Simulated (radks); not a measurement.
Q: The table gives one normalised radial function P(r) = r R(r) of O3+ in [He] 2s0.5 2p2.5 (r in bohr). Method: scalar-relativistic Kohn-Sham, r2SCAN, spin-polarised, spherical densities, finite nucleus; open shells are filled with parallel spins first; meta-GGA in the generalised Kohn-Sham scheme; Fermi nuclear charge, rms radius 2.6991 fm; computed with a radial shooting solver on a logarithmic mesh with Libxc functionals.

r	P
0.01031	0.0021
0.01397	0.0037
0.01878	0.0066
0.02525	0.0116
0.03421	0.0206
0.046	0.0355
0.06185	0.0604
0.08382	0.1020
0.1127	0.1656
0.1515	0.2599
0.2053	0.3950
0.2761	0.5623
0.3712	0.7513
0.503	0.9258
0.6763	1.0132
0.9093	0.9552
1.232	0.7316
1.657	0.4327
2.228	0.1808
3.019	0.0459

Which n and l does it have? It may be an empty orbital.

A: n = 2, l = 1: the number of nodes gives n - l - 1 = 0, the rise at small r (about r^(l+1)) gives l, and the extent must fit the shell. The curve is that of 2p up; the table hardly tells the two spins apart. 2p up: eigenvalue -67.609 eV, 0 radial nodes, <r> = 0.914 bohr, 90 % of the charge inside 1.49 bohr.
